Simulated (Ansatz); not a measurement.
Task: Name a neutral molecule of B, C, F and H with LUMO energy (PBE/def2-TZVPP) between -1.60 and -1.30 eV and HOMO energy (PBE0/def2-TZVPP) between -7.60 and -7.30 eV (Ansatz, PBE0-D4/def2-TZVP geometry).

Result: `FB1CC1` (-1.54 eV, -7.44 eV); `CC1BB1F` (-1.41 eV, -7.56 eV). Other molecules can fit too; these were computed, each in one conformer that needn't be the lowest.
